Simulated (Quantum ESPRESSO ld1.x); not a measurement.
Cs+, configuration [Kr] 4d10 5s2 5p5 6p1 (not the ground configuration).

All-electron calculation, Dirac Kohn-Sham, LDA (Slater exchange, Gunnarsson-Lundqvist correlation), spin-unpolarised, spherical densities, point nucleus; open shells fill j = l - 1/2 first. Program: ld1.x of Quantum ESPRESSO 7.5.

Energy parts (hartree):
total: -7784.61
kinetic: 8287.48
electron-nucleus: -18912.48
Hartree: 3027.68
exchange-correlation: -187.29

Orbitals (lengths in bohr, moments of r in powers of bohr; <r^-3> diverges for s and p1/2):
orbital,occ.,eigenvalue (hartree),<r^4>,<r^2>,<r^-3>
1s1/2,2,-1313.62,2.252e-06,0.0009264,-
2s1/2,2,-206.385,0.0003778,0.01479,-
2p1/2,2,-194.277,0.0002395,0.01089,-
2p3/2,4,-181.348,0.0002917,0.01217,5919
3s1/2,2,-43.2333,0.01593,0.1024,-
3p1/2,2,-38.1664,0.01502,0.09707,-
3p3/2,4,-35.6899,0.01747,0.1049,1161
3d3/2,4,-26.7538,0.01384,0.08721,187.8
3d5/2,6,-26.2274,0.01450,0.08947,172.6
4s1/2,2,-8.49576,0.4361,0.5455,-
4p1/2,2,-6.67645,0.5284,0.5914,-
4p3/2,4,-6.16651,0.6149,0.6379,239.3
4d3/2,4,-3.20336,1.073,0.8029,30.82
4d5/2,6,-3.11874,1.129,0.8231,28.05
5s1/2,2,-1.38017,15.82,3.267,-
5p1/2,2,-0.91835,28.05,4.268,-
5p3/2,3,-0.85071,33.27,4.646,31.55
5d3/2,0,-0.28779,241.3,11.73,1.898
5d5/2,0,-0.28267,255.3,12.07,1.715
6s1/2,0,-0.30056,669.7,21.47,-
6p1/2,1,-0.21065,1412,31.26,-
6p3/2,0,-0.20216,1590,33.27,4.021

The highest occupied level is 6p1/2 at -5.732 eV. The configuration is held as typed, so some empty levels lie below it. The density falls to 0.001 e/bohr^3 at r = 4.74 bohr.
